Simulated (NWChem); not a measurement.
Program: NWChem. System: H4P2, charge 0, spin multiplicity 1, displaced from the optimised geometry.

The NWChem input:

```
start mol
memory heap 200 mb stack 900 mb global 1100 mb
geometry units angstroms nocenter noautoz noautosym
  P      1.008557     0.521693     0.000000
  P     -1.008557    -0.521693     0.000000
  H      1.540850    -0.316327     1.031272
  H      1.540850    -0.316327    -1.031272
  H     -2.339290     1.573357     2.578179
  H     -1.540850     0.316327    -1.031272
end
basis spherical
  * library cc-pvdz
end
dft
  xc xpbe96 cpbe96
  semidirect memsize 60000000 filesize 0
  iterations 100
end
task dft energy
```

The output up to the point where the run's verdict is printed (cleaned and shortened):

```
             Northwest Computational Chemistry Package (NWChem) 7.3.0
             --------------------------------------------------------

                                NWChem Input Module
                                -------------------

 Scaling coordinates for geometry "geometry" by  1.889725989
 (inverse scale =  0.529177249)

                             Geometry "geometry" -> ""
                             -------------------------

 Output coordinates in angstroms (scale by  1.889725989 to convert to a.u.)

  No.       Tag          Charge          X              Y              Z
 ---- ---------------- ---------- -------------- -------------- --------------
    1 P                   15.0000     1.00855700     0.52169300     0.00000000
    2 P                   15.0000    -1.00855700    -0.52169300     0.00000000
    3 H                    1.0000     1.54085000    -0.31632700     1.03127200
    4 H                    1.0000     1.54085000    -0.31632700    -1.03127200
    5 H                    1.0000    -2.33929000     1.57335700     2.57817900
    6 H                    1.0000    -1.54085000     0.31632700    -1.03127200

 Effective nuclear repulsion energy (a.u.)      82.6501039342

            Nuclear Dipole moment (a.u.)
            ----------------------------
        X                 Y               Z
 ---------------- ---------------- ----------------
    -1.5088328183     2.3754422594     2.9232303598


 Summary of "ao basis" -> "" (spherical)
 ------------------------------------------------------------------------------
       Tag                 Description            Shells   Functions and Types
 ---------------- ------------------------------  ------  ---------------------
 *                          cc-pvdz                   on all atoms

  pbe96 is a nonlocal functional; adding pw91lda local functional.

                                 NWChem DFT Module
                                 -----------------

 Summary of "ao basis" -> "ao basis" (spherical)
 ------------------------------------------------------------------------------
       Tag                 Description            Shells   Functions and Types
[...]
 d= 0,ls=0.0,diis    52   -684.3490125026 -3.48D-03  7.87D-04  3.89D-01     8.3
 d= 0,ls=0.0,diis    53   -684.3448272023  4.19D-03  5.14D-03  3.98D-01     8.4
 d= 0,ls=0.0,diis    54   -684.4126035633 -6.78D-02  3.29D-02  3.19D-01     8.6
 d= 0,ls=0.0,diis    55   -684.1417592824  2.71D-01  1.19D-02  8.71D-01     8.7
 d= 0,ls=0.0,diis    56   -684.3010540816 -1.59D-01  3.19D-02  2.15D-01     8.9
 d= 0,ls=0.0,diis    57   -684.3363972844 -3.53D-02  1.69D-03  4.30D-01     9.0
 d= 0,ls=0.0,diis    58   -684.3253468732  1.11D-02  8.96D-04  4.59D-01     9.1
 d= 0,ls=0.0,diis    59   -684.3187622461  6.58D-03  7.96D-04  4.76D-01     9.3
 d= 0,ls=0.0,diis    60   -684.3128391851  5.92D-03  7.03D-04  4.98D-01     9.4
 d= 0,ls=0.0,diis    61   -684.3207199167 -7.88D-03  1.53D-03  4.75D-01     9.6
 d= 0,ls=0.0,diis    62   -684.3417130284 -2.10D-02  3.59D-03  4.12D-01     9.7
 d= 0,ls=0.0,diis    63   -684.3922699233 -5.06D-02  3.04D-03  3.30D-01     9.9
 d= 0,ls=0.0,diis    64   -684.3479060794  4.44D-02  4.45D-03  4.03D-01    10.0
 d= 0,ls=0.0,diis    65   -684.4092522779 -6.13D-02  2.84D-02  3.25D-01    10.1
 d= 0,ls=0.0,diis    66   -684.3728854854  3.64D-02  3.00D-02  2.53D-01    10.3
 d= 0,ls=0.0,diis    67   -684.3534890170  1.94D-02  1.41D-02  4.00D-01    10.4
 d= 0,ls=0.0,diis    68   -684.5744095034 -2.21D-01  1.36D-02  1.03D-01    10.6
 d= 0,ls=0.0,diis    69   -684.3663984715  2.08D-01  1.68D-03  3.57D-01    10.7
 d= 0,ls=0.0,diis    70   -684.3873727370 -2.10D-02  3.87D-04  3.29D-01    10.8
 d= 0,ls=0.0,diis    71   -684.3915548075 -4.18D-03  7.13D-05  3.27D-01    11.0
 d= 0,ls=0.0,diis    72   -684.3923349783 -7.80D-04  7.00D-05  3.26D-01    11.1
 d= 0,ls=0.0,diis    73   -684.3931421326 -8.07D-04  7.98D-04  3.25D-01    11.3
 d= 0,ls=0.0,diis    74   -684.4007332051 -7.59D-03  6.94D-04  3.21D-01    11.4
 d= 0,ls=0.0,diis    75   -684.4092288729 -8.50D-03  6.44D-04  3.13D-01    11.5
 d= 0,ls=0.0,diis    76   -684.4012705626  7.96D-03  2.45D-02  3.17D-01    11.7
 d= 0,ls=0.0,diis    77   -684.5110581949 -1.10D-01  2.21D-02  2.25D-01    11.8
 d= 0,ls=0.0,diis    78   -684.4570179908  5.40D-02  1.16D-03  2.73D-01    12.0
 d= 0,ls=0.0,diis    79   -684.4415141893  1.55D-02  2.66D-03  3.00D-01    12.1
 d= 0,ls=0.0,diis    80   -684.4029969369  3.85D-02  1.24D-03  3.23D-01    12.2
 d= 0,ls=0.0,diis    81   -684.4167303586 -1.37D-02  1.28D-03  3.19D-01    12.4
 d= 0,ls=0.0,diis    82   -684.4075160461  9.21D-03  4.15D-04  3.16D-01    12.5
 d= 0,ls=0.0,diis    83   -684.4031802295  4.34D-03  3.05D-04  3.19D-01    12.7
 d= 0,ls=0.0,diis    84   -684.4073155286 -4.14D-03  4.14D-04  3.15D-01    12.8
 d= 0,ls=0.0,diis    85   -684.4040525382  3.26D-03  4.76D-04  3.19D-01    13.0
 d= 0,ls=0.0,diis    86   -684.4083349610 -4.28D-03  5.40D-04  3.20D-01    13.1
 d= 0,ls=0.0,diis    87   -684.4037443373  4.59D-03  3.08D-02  3.19D-01    13.2
 d= 0,ls=0.0,diis    88   -684.2906485357  1.13D-01  3.17D-02  2.84D-01    13.4
 d= 0,ls=0.0,diis    89   -684.3399148069 -4.93D-02  2.98D-03  4.34D-01    13.5
 d= 0,ls=0.0,diis    90   -684.3565608167 -1.66D-02  2.50D-03  3.95D-01    13.7
 d= 0,ls=0.0,diis    91   -684.3543281008  2.23D-03  1.40D-03  3.88D-01    13.8
 d= 0,ls=0.0,diis    92   -684.3480822062  6.25D-03  1.03D-03  4.11D-01    13.9
 d= 0,ls=0.0,diis    93   -684.3506009874 -2.52D-03  3.62D-03  4.03D-01    14.1
 d= 0,ls=0.0,diis    94   -684.3824571052 -3.19D-02  2.44D-03  3.77D-01    14.2
 d= 0,ls=0.0,diis    95   -684.3913310049 -8.87D-03  1.59D-03  3.40D-01    14.4
 d= 0,ls=0.0,diis    96   -684.3812627869  1.01D-02  1.98D-03  3.56D-01    14.5
 d= 0,ls=0.0,diis    97   -684.4100370083 -2.88D-02  1.52D-03  3.30D-01    14.6
 d= 0,ls=0.0,diis    98   -684.4139124896 -3.88D-03  3.33D-02  3.52D-01    14.8
 d= 0,ls=0.0,diis    99   -684.1274817182  2.86D-01  1.33D-02  9.36D-01    14.9
 d= 0,ls=0.0,diis   100   -684.3175515657 -1.90D-01  3.15D-02  2.57D-01    15.1
```

The run did not converge; its last values are not results. The next line reads: Calculation failed to converge. NWChem stopped with the message: dft energy failed.
